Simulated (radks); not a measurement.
Problem. The table gives one normalised radial function P(r) = r R(r) of Be3+ in 1s1 (r in bohr). Method: non-relativistic Kohn-Sham, Slater X-alpha with alpha = 0.693, spin-polarised, spherical densities, point nucleus; open shells are filled with parallel spins first; computed with a radial shooting solver on a logarithmic mesh with Libxc functionals.

r         P
0.01575  0.2351
0.01833  0.2708
0.02134  0.3115
0.02484  0.3576
0.02892  0.4096
0.03367  0.4678
0.0392   0.5327
0.04563  0.6043
0.05312  0.6827
0.06185  0.7674
0.072    0.8578
0.08382  0.9524
0.09758  1.0492
0.1136   1.1455
0.1322   1.2375
0.154    1.3207
0.1792   1.3897
0.2086   1.4385
0.2429   1.4608
0.2828   1.4509
0.3266   1.4080
0.3802   1.3252
0.4426   1.2052
0.5152   1.0532
0.5998   0.8787
0.6983   0.6948
0.8129   0.5161
0.9464   0.3566
1.102    0.2265
1.283    0.1306
1.493    0.0672

Which n and l does it have? It may be an empty orbital.

Solution. n = 1, l = 0: the number of nodes gives n - l - 1 = 0, the rise at small r (about r^(l+1)) gives l, and the extent must fit the shell. The curve is that of 1s up; the table hardly tells the two spins apart. 1s up: eigenvalue -190.40 eV, 0 radial nodes, <r> = 0.380 bohr, 90 % of the charge inside 0.676 bohr.
